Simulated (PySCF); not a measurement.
Cartesian coordinates (Å):
```xyz
5

B      0.8170    -0.4432     0.0528
N     -0.5009    -0.0532     0.0046
H      1.7557     0.2860    -0.0273
H     -0.7994     0.9083    -0.1056
H     -1.2723    -0.6979     0.0756
```
Charge 0, spin multiplicity 2.

Question: Estimate the total energy, dipole moment and highest occupied spin orbital that PySCF 2.14.0 with M06-2X/def2-TZVP // B3LYP-D3(BJ)/def2-TZVP returns for this input.

Answer: 
```
Item                                Result
-----------------------------  -----------
total energy                   -2213.85 eV
dipole moment                       2.19 D
highest occupied spin orbital     -6.31 eV
```
